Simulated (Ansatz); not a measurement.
```yaml
crystal:
  periodic: [false, false, false]
  atoms:
    - {symbol: B, position_ang: [-0.830130, 1.631707, 0.821831]}
    - {symbol: Si, position_ang: [-0.765020, -0.082346, -0.186073]}
    - {symbol: Ge, position_ang: [1.278608, -1.166949, 0.447691]}
    - {symbol: C, position_ang: [-0.658349, 0.165916, -2.016682]}
    - {symbol: N, position_ang: [-0.566400, 0.328614, -3.154201]}
    - {symbol: H, position_ang: [-1.187170, 1.622640, 1.961637]}
    - {symbol: H, position_ang: [-0.430068, 2.649349, 0.345755]}
    - {symbol: H, position_ang: [-1.899846, -1.010160, 0.048355]}
    - {symbol: H, position_ang: [1.238888, -1.474269, 1.952042]}
    - {symbol: H, position_ang: [2.469466, -0.247967, 0.145495]}
    - {symbol: H, position_ang: [1.415320, -2.473435, -0.345151]}
basis:
  gaussian: {orbitals: def2-SVP}
total_charge: -2
hamiltonian: {xc: {name: PBE0}, dispersion: d4}
scf: {lower_state_search: full}
output: {forces: true}
```

```sh
$ ansatz run in.yaml --threads 4 --pin off --events-out ev --progress --plain --max-ram 10444MiB
```

Output, abridged:

```
Functional definition: PBE0
1223 factors; integrals over basis functions are off by at most 1.4e-3 eV
mean field evaluation 1: about -67657.0822 eV, gradient 4.7e1 eV
mean field evaluation 2: about -67657.2053 eV, gradient 4.7e1 eV
mean field evaluation 4: about -67663.3748 eV, gradient 2.3e1 eV
mean field evaluation 8: about -67664.7799 eV, gradient 2.9e-1 eV
mean field evaluation 16: about -67664.7839 eV, gradient 1.2e-3 eV
mean field -67664.78386725 eV, -2486.6349422836 hartree, gradient 7.5e-5 eV, S^2 0.000000; 2 other end points of the search recorded, 0 dependent functions left out
reference -67664.78390050 eV, -2486.6349435055 hartree; 36, 36 occupied and 86, 86 virtual orbitals, 1223 factors
Total energy: -67665.07908163 eV, -2486.6457912120 hartree
Atom 0 at    -0.830130     1.631707     0.821831 Å, force    -0.281957    -1.214101    -1.149740 eV/Å
Atom 1 at    -0.765020    -0.082346    -0.186073 Å, force    -0.357375     3.486782     1.784782 eV/Å
Atom 2 at     1.278608    -1.166949     0.447691 Å, force    -1.007203     0.121639    -0.379378 eV/Å
Atom 3 at    -0.658349     0.165916    -2.016682 Å, force    -0.043678    -0.548697     1.814825 eV/Å
Atom 4 at    -0.566400     0.328614    -3.154201 Å, force     0.137288     0.397910    -2.560961 eV/Å
Atom 5 at    -1.187170     1.622640     1.961637 Å, force    -0.377593    -0.100165     0.946898 eV/Å
Atom 6 at    -0.430068     2.649349     0.345755 Å, force     0.399471     0.760460    -0.454604 eV/Å
Atom 7 at    -1.899846    -1.010160     0.048355 Å, force    -0.207488    -1.150303    -0.073912 eV/Å
Atom 8 at     1.238888    -1.474269     1.952042 Å, force     0.262778    -0.168102     0.396420 eV/Å
Atom 9 at     2.469466    -0.247967     0.145495 Å, force     0.329516    -0.022150    -0.011416 eV/Å
Atom 10 at     1.415320    -2.473435    -0.345151 Å, force     1.146241    -1.563273    -0.312914 eV/Å
Dipole moment:     1.196941    -1.830991    -0.091759 e Å
```

In this input the charge is far from anything that the molecule holds. The run converged. The result belongs to that input, not to the molecule as meant.
